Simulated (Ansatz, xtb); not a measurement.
**Relaxing a trial structure of BFGaN**

The starting geometry of this gas-phase singlet has its atoms placed at random.

| atom | x (Å) | y (Å) | z (Å) |
| --- | --- | --- | --- |
| B | 0.5753 | 0.3567 | 1.3147 |
| F | -0.7159 | 1.0506 | 0.8904 |
| Ga | 0.8512 | -1.3795 | -0.4314 |
| N | -1.5391 | -0.1568 | -1.0628 |

Q: Guess where an optimisation with r2SCAN-D4/def2-SVP ends from this start.

A: It ends as `FB=[N][Ga]`. Distances that change by over a tenth: B1–F2 (1.53 → 1.29 Å), B1–Ga3 (2.48 → 3.13 Å). Contacts that close: B1–N4 (3.22 → 1.27 Å), Ga3–N4 (2.76 → 1.86 Å).

The energy falls by 11.35 eV over 18 steps:

```
step  E − E(last) (eV)
   1            11.350
   3             8.468
   5             6.559
   7             4.522
   9             1.851
  10             0.598
  12             0.116
  14             0.046
  16             0.002
  18             0.000
```

Final geometry (Å):

| atom | x (Å) | y (Å) | z (Å) |
| --- | --- | --- | --- |
| B | -0.4438 | 0.5595 | 0.6231 |
| F | -0.8384 | 1.5432 | 1.3623 |
| Ga | 0.5092 | -1.8230 | -1.1701 |
| N | -0.0554 | -0.4086 | -0.1044 |

From the same start GFN2-xTB ends elsewhere, differing in B1–Ga3 (2.22 against 3.13 Å here), B1–N4 (3.89 against 1.27 Å here).

From so rough a start the end depends on the optimiser's path, so another program may land elsewhere. The end wasn't checked by frequencies. Run with Ansatz 0.2.0, 75 s on 1 thread of Intel(R) Xeon(R) Processor @ 2.50GHz (Skylake/Cascade Lake), with other jobs on the host.
